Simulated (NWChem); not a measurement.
Molecule: C$_{4}$H$_{4}$ClF; SMILES C(CCl)=C=CF

```xyz
10

F     -0.2146    -3.3835     0.2074
C      0.5809    -2.3167     0.1165
C      0.1692    -1.1421    -0.2889
C     -0.1993     0.0524    -0.6839
C     -0.7360     1.1049     0.2316
Cl     0.2383     2.6065     0.1169
H      1.6147    -2.5237     0.4125
H     -0.1343     0.3201    -1.7475
H     -1.7636     1.3793    -0.0485
H     -0.7252     0.7745     1.2778
```
Atoms are numbered in this order, from 1.

Computed with NWChem. Coordinates come from a PBE0/def2-SVP optimisation.

Question: Taking PBE/pcseg-2 as the yardstick, which of these has the fewest basis functions while keeping “highest occupied level (eV)” within 0.05 eV of it: PBE/STO-3G; PBE/pcseg-1; PBE/aug-pcseg-1; PBE/def2-SVP?

Answer: PBE/pcseg-1.
| level | basis functions | highest occupied level (eV) | relative time (rough) |
|---|---|---|---|
| PBE/STO-3G | 38 | -3.53 | 1 |
| PBE/pcseg-1 | 108 | -6.45 | 4 |
| PBE/def2-SVP | 108 | -6.21 | 3 |
| PBE/aug-pcseg-1 | 178 | -6.49 | 8 |
| PBE/pcseg-2 | 240 | -6.46 | 20 |

The yardstick is one finite set, not the basis-set limit.
